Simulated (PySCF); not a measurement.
B(OH) (BHO), SMILES [B]O (connectivity only; charge and spin as stated), neutral, multiplicity 1. Geometry: PBE0-D3(BJ)/def2-TZVPD. The geometry has at least one imaginary mode, so it is a saddle point at that level.

TDA-B3LYP/def2-TZVPD in PySCF puts the lowest singlet excitations at 5.28, 6.35, 6.35, 6.99, 7.38, 7.38 eV and the lowest triplet (TDA) at 3.54 eV.

Task: What are the lowest singlet roots from EOM-CCSD/aug-cc-pVDZ (PySCF)? (Estimate from the structure and the level; the computed values follow.)

Result: 6.15, 6.34, 6.34, 7.62, 7.94, 7.94 eV; triplets 3.76, 3.76, 5.90 eV. S1 differs by 0.87 eV (second minus first; roots are paired by order, and the bases may differ).
